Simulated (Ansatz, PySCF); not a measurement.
Caution: the highest occupied level lies above zero, so the state may not be bound. This triplet is an excited state, 0.64 eV above the relaxed singlet at the level frozen-core CCSD(T)/aug-cc-pVDZ // PBE0-D3(BJ)/def2-TZVPD (Ansatz, a program for electronic structure).

Z-matrix (Å, degrees):
```
B
N 1 1.4515
H 2 1.0056 1 118.97
H 2 1.0173 3 110.75 1 -139.24
C 1 1.5067 2 125.29 3 -152.67
O 5 1.2625 1 133.23 2 -176.50
H 5 1.1418 6 116.17 1 -179.72
```
Charge -1, spin multiplicity 3.

Question: What highest occupied spin orbital and total energy does PBE0-D3(BJ)/def2-TZVPD (PySCF) give?

Answer: 
```json
{
  "highest_occupied_spin_orbital": "1.05 eV",
  "total_energy": "-194.5519 Ha"
}
```
